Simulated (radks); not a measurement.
Values are calculated unless marked as measured or tabulated.
All-electron atom: Si4+ in [Ne].

Level of theory: scalar-relativistic Kohn-Sham, r2SCAN, spin-polarised, spherical densities, finite nucleus; meta-GGA in the generalised Kohn-Sham scheme; Fermi nuclear charge, rms radius 3.1224 fm (a radial shooting solver on a logarithmic mesh with Libxc functionals).

Energy parts (eV):
part                      energy
total                  -7788.136
kinetic                 7810.041
electron-nucleus      -18046.945
Hartree                 2983.391
exchange-correlation    -534.623

Orbitals (lengths in bohr, moments of r in powers of bohr):
| orbital | occ. | eigenvalue (eV) | <r^4> |
|---|---|---|---|
| 1s | 2 | -1852.134 | 0.0007223 |
| 2s | 2 | -196.2637 | 0.2590 |
| 2p | 6 | -150.4598 | 0.2675 |

The highest occupied level is 2p at -150.46 eV. Summed over all electrons, <r^2> = 2.899 bohr^2, which gives a Langevin (diamagnetic) susceptibility term of -2.3 x 10^-6 cm^3/mol. The density falls to 0.001 e/bohr^3 at r = 1.78 bohr.
